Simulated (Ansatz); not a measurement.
Several settings on one geometry of KNa2⁺ (that of the charge 1 singlet, PBE/def2-TZVP). Ansatz on 4 threads of Arm Neoverse V1 on a shared host; times are rough.

```xyz
3

Na    0.901    1.817    0.246
Na   -1.398    0.228   -1.472
K     0.497   -2.045    1.226
```

Totals from different functionals, basis sets or treatments of relativity can't be compared as stabilities.

Correlated methods freeze 7 core orbitals; core or outer-core shells of Na, K are correlated, in sets that lack core-valence functions.

The spins typed aren't always the lowest for that charge.

(1) Give the basis size and estimate the energy, ⟨S²⟩ and time of these runs.

```csv
run,method,charge,state,further keys
1,UKS B2PLYP/def2-mTZVPP,0,doublet,scf: {omitted_lower_state_checks: [starts]}; forces asked
2,UKS revPBE/aug-pcseg-2,1,triplet,"point_charges: [{charge: 1.00, position_ang: [5.653, -0.163, -0.840]}]; scf: {lower_state_search: off}"
3,RKS RPBE/def2-mTZVPP,1,singlet,"point_charges: [{charge: 0.50, position_ang: [4.670, 0.894, 0.172]}]; scf: {omitted_lower_state_checks: [starts]}"
```

Answers

(1) 
```tsv
run	functions	energy (Eh)	⟨S²⟩	wall time
1	46	-924.1028	0.78	8 s
2	98	-924.1037	2.00	1 s
3	46	-924.2287	–	0.45 s
```
